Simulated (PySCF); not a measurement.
H₄Sn, charge +1, multiplicity 2. Atoms are numbered in the order given.

```xyz
5

Sn     0.0000     0.0000     0.0000
H     -1.1578     1.1578    -0.5906
H      1.1578    -1.1578    -0.5906
H     -1.1578    -1.1578     0.5906
H      1.1578     1.1578     0.5906
```
Charge +1, spin multiplicity 2.

Geometry: PBE-D3(BJ)/def2-TZVPD. The geometry has at least one imaginary mode, so it is a saddle point at that level. The multiplicity is an assumed one; other spin states were not compared. The isomer is the one that the SMILES or the coordinates give; other isomers of the formula were not compared. The def2 effective core potentials stand for the cores of Sn; spin–orbit coupling is left out.

These are PBE-D3(BJ)/def2-TZVPD in PySCF values and carry that method's errors.

Frequencies are harmonic and unscaled.

Modes within 1.5 cm⁻¹ of each other (mostly degenerate sets) share a row, with their intensities summed.

| mode | ν (cm⁻¹) | IR (km/mol) | moving atoms (share of kinetic energy) |
|---|---|---|---|
| 1–2 | 75i | 122.9 | H 98 % |
| 3 | 511 | 8.0 | H 97 % |
| 4 | 602 | 0.0 | H 100 % |
| 5 | 716 | 0.0 | H 100 % |
| 6 | 1612 | 11.1 | H 100 % |
| 7–8 | 1716 | 244.6 | H 99 % |
| 9 | 1735 | 0.0 | H 100 % |
